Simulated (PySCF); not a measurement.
## Electronic structure of Pt (platinum, neutral) at the UHF level

Configuration: [Xe] 4f14 5d9 6s1, high-spin 3D determinant. Calculation: PySCF 2.14, in def2-SVP with the def2 core potential (60 electrons) (6s3p2d1f, 32 functions); a scalar-relativistic core potential.

* Total energy: -118.393521 hartree
* One-electron energy: -208.6903 hartree
* Hartree (Coulomb) energy: 101.1346 hartree
* Exchange energy: -10.8378 hartree
* ⟨S²⟩: 2.0029
* ⟨L²⟩: 6.035
* Sum of ⟨r⟩: 27.05 bohr
* Sum of ⟨r²⟩: 52.00 bohr²
* Traceless quadrupole moment −½Σ⟨3z² − r²⟩ along its main axis: -1.09 e·bohr²
* Time after the integrals: 0.2 s of wall time on 1 thread of Neoverse-N1 (shared host)

```csv
shell,electrons,mean orbital energy (hartree),spread (hartree),"rms radius, mean of both spins (bohr)"
5s α,1,-4.46349,0,1.04
5s β,1,-4.40426,0,1.04
5p α,3,-2.57239,0.05759,1.20
5p β,3,-2.49672,0.03208,1.20
5d α,5,-0.43602,0.06555,1.83
5d β,4,-0.38795,0.04899,1.83
6s α,1,-0.28977,0,3.32
```

Energies and moments cover only the electrons outside the core potential. Spin-orbit coupling, absent here, splits the open shell strongly.
